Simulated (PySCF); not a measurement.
**How methods differ on the excitation energy of Os**

Os [Xe] 4f14 5d6 6s2 (5D) → Os [Xe] 4f14 5d6 6s1 6p1 (high-spin determinant), as a difference of total energies. All numbers are calculated (PySCF 2.14, a scalar-relativistic core potential, in aug-cc-pVDZ-PP with ECP60MDF (5s5p4d2f, 54 functions)). Correlated levels: valence: 5s2 5p6 frozen. The calculations carry no spin-orbit coupling.

```csv
method,excitation energy (eV)
UHF,1.419
MP2 (valence),2.661
SCS-MP2 (valence),2.983
CCSD (valence),2.639
CCSD(T) (valence),2.699
```

Problem. How much does correlation contribute at CCSD(T) (valence)?

Solution. 2.699 − (1.419) = 1.280 eV, measured against UHF.

The determinant of the upper state mixes LS terms, which raises its energy above the lowest term, most at the Hartree-Fock and MP2 levels.
